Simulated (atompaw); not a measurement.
**Plane-wave convergence, PAW (atompaw) potential for Tc**

technetium (Tc), PAW, made with atompaw 4.2.0.5 (PBE, scalar-relativistic). Core [Ar] 3d10 4s2, reference 4p6 4d6 5s1 5p0. Waves: 5s (bound): rc 2.05 bohr; 5s channel at 0.5 Ry: rc 2.05 bohr; 4p (bound): rc 2.05 bohr; 5p (bound, empty): rc 2.05 bohr; 4d (bound): rc 2.05 bohr; 4d channel at 2 Ry: rc 2.05 bohr. Local part: bessel scheme, radius 1.50 bohr. Core correction: smooth core density matched at 1.10 bohr. Augmentation charge: sinc compensation charge, radius 1.70 bohr; PAW radius 2.05 bohr; waves and projectors: custom polynom2 7 10 vanderbiltortho.

The pseudo-atom Hamiltonian at the reference potential is diagonalised in spherical Bessel functions j_l(qr) that vanish at 20 bohr, with q² up to the cutoff. All-electron valence levels (Ry): 5s -0.3065, 4p -3.1195, 5p -0.0718, 4d -0.3288.

**Question.** How do the lowest levels (Ry) of each channel move with the cutoff, and are there ghosts?

**Answer.**

```json
{"cutoff (Ry)": "8", "s #1": "-5.3088", "s #2": "-0.2985", "p #1": "-2.0714", "p #2": "-0.0335", "d #1": "-0.0239", "d #2": "0.0673", "f #1": "0.1068", "f #2": "0.2277", "Σ f·Δε (mRy)": "8125.5"}
{"cutoff (Ry)": "12", "s #1": "-5.4140", "s #2": "-0.3062", "p #1": "-2.9148", "p #2": "-0.0631", "d #1": "-0.2445", "d #2": "0.0575", "f #1": "0.1068", "f #2": "0.2277", "Σ f·Δε (mRy)": "1734.6"}
{"cutoff (Ry)": "18", "s #1": "-5.4197", "s #2": "-0.3065", "p #1": "-3.1155", "p #2": "-0.0715", "d #1": "-0.3250", "d #2": "0.0565", "f #1": "0.1068", "f #2": "0.2277", "Σ f·Δε (mRy)": "47.2"}
{"cutoff (Ry)": "21", "s #1": "-5.4198", "s #2": "-0.3065", "p #1": "-3.1190", "p #2": "-0.0717", "d #1": "-0.3281", "d #2": "0.0565", "f #1": "0.1068", "f #2": "0.2277", "Σ f·Δε (mRy)": "6.7"}
{"cutoff (Ry)": "30", "s #1": "-5.4201", "s #2": "-0.3065", "p #1": "-3.1194", "p #2": "-0.0717", "d #1": "-0.3287", "d #2": "0.0565", "f #1": "0.1068", "f #2": "0.2277", "Σ f·Δε (mRy)": "0.9"}
{"cutoff (Ry)": "40", "s #1": "-5.4201", "s #2": "-0.3065", "p #1": "-3.1194", "p #2": "-0.0717", "d #1": "-0.3287", "d #2": "0.0565", "f #1": "0.1068", "f #2": "0.2277", "Σ f·Δε (mRy)": "0.8"}
{"cutoff (Ry)": "400", "s #1": "-5.4201", "s #2": "-0.3065", "p #1": "-3.1195", "p #2": "-0.0717", "d #1": "-0.3288", "d #2": "0.0565", "f #1": "0.1068", "f #2": "0.2277", "Σ f·Δε (mRy)": "0.0"}
```

Result: ghost state, extra bound levels that the all-electron valence spectrum of the same l lacks: s at -73.7 eV (a true bound ghost makes a file unfit for plane-wave use); 10 mRy is reached at 21 Ry and 1 mRy at 30 Ry.
